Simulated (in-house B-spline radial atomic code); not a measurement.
Values are calculated unless marked as measured or tabulated.
**Extrapolating the RPA correlation energy in partial waves: O⁴⁺**

All-electron RPA on Hartree-Fock orbitals from an all-electron radial atomic-structure program (B-spline basis), non-relativistic, point nucleus, configuration [He] 2s2. With empty states up to angular momentum L the sums are:

```csv
L,E_c(L) (hartree)
2,-0.184599
3,-0.190023
4,-0.192095
5,-0.193044
6,-0.193535
7,-0.193812
```

For large l each further wave adds A/(l + 1/2)⁴, because the basis must build the cusp where two electrons meet.

Estimate the limit from L = 6 and L = 7.

Wave 7 adds -0.000277, against a sum of (l + 1/2)⁻⁴ of 3.16049e-04, so A = -0.87645. The sum over l > 7 is ζ(4, 8.5) = 6.4602e-04, close to 1/(3 × 8³) = 6.5104e-04. The tail is -0.000566 and the limit -0.19438 hartree.

How good is the estimate?

A run to L = 11 sums to -0.19419 and extrapolates to -0.19434 hartree, 0.00 millihartree from the run before. The estimate differs from that by -0.03 millihartree, while the bare sum at L = 7 misses 0.5 millihartree (0.3 %).
